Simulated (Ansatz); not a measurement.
A nudged elastic band was laid between two geometries of CH7BSn (10 atoms, charge 0, multiplicity 1).

Method: RKS PBE0-D4/def2-SVP in Ansatz 0.2.0.

```yaml
movable_images: 5
climbing_image: yes
spring: 5.0 eV/Å²
optimiser: quadratic models (default)
start_path: through a guess of the saddle point
force_threshold: 0.05 eV/Å
iteration_limit: 60
end_points: relaxed
```

Initial state:

```xyz
10
Properties=species:S:1:pos:R:3
C -1.140 1.007 -0.708
B -0.205 -0.235 -0.710
Sn 1.162 -0.817 0.995
H -2.176 0.665 -0.892
H -0.902 1.626 -1.594
H -1.127 1.642 0.187
H -0.202 -0.950 -1.690
H 2.807 -0.867 0.494
H 1.071 0.266 2.329
H 0.794 -2.387 1.591
```

Final state:

```xyz
10
Properties=species:S:1:pos:R:3
C -1.391 0.596 -0.723
B 0.109 0.203 -0.766
Sn 1.217 -0.713 0.979
H -1.897 0.559 -1.701
H -1.339 1.677 -0.462
H -2.008 0.119 0.051
H 0.756 0.458 -1.760
H 1.836 -2.262 0.562
H 2.570 0.236 1.452
H 0.230 -0.923 2.371
```

What changes between the two ends?

No bond is made or broken. The dihedral H7–B2–Sn3–H9 goes from -180 to 54°.

What energy profile does the band end with?

The run converged. The highest image is number 3 of 0 to 6, 0.6 kJ/mol above the first end and 1.2 kJ/mol above the last; the last end lies 0.6 kJ/mol below the first. The top lies less than 8 meV above the higher end, about what the thresholds resolve: that end is a shoulder or a very shallow well. A vibrational analysis at the climbing image gives 2 clearly imaginary modes (99i, 42i cm⁻¹): a point of higher order. A lower path may pass nearby, or the ends, which weren't checked, may share the extra mode.

| image | path coordinate (Å) | energy (kJ/mol) | dihedral H7–B2–Sn3–H9 (°) |
| --- | --- | --- | --- |
| 0 | 0.00 | 0.0 | -180 |
| 1 | 0.75 | 0.2 | 161 |
| 2 | 1.50 | 0.5 | 140 |
| 3 | 2.25 | 0.6 | 117 |
| 4 | 3.01 | 0.3 | 97 |
| 5 | 3.77 | -0.3 | 75 |
| 6 | 4.54 | -0.6 | 54 |

What is the geometry of the highest image?


```xyz
10
Properties=species:S:1:pos:R:3
C -1.296 0.803 -0.640
B 0.018 -0.013 -0.808
Sn 1.225 -0.775 0.946
H -2.099 0.318 -1.227
H -1.153 1.782 -1.138
H -1.655 0.977 0.383
H 0.413 -0.238 -1.932
H 2.589 -1.729 0.528
H 1.800 0.542 1.895
H 0.243 -1.720 1.996
```

The band took 6 iterations and of the order of 110 core-seconds.

Run time: 110 s on 1 thread of Intel(R) Xeon(R) Platinum 8488C (Sapphire Rapids), on a shared host, peak memory 0.2 GiB.
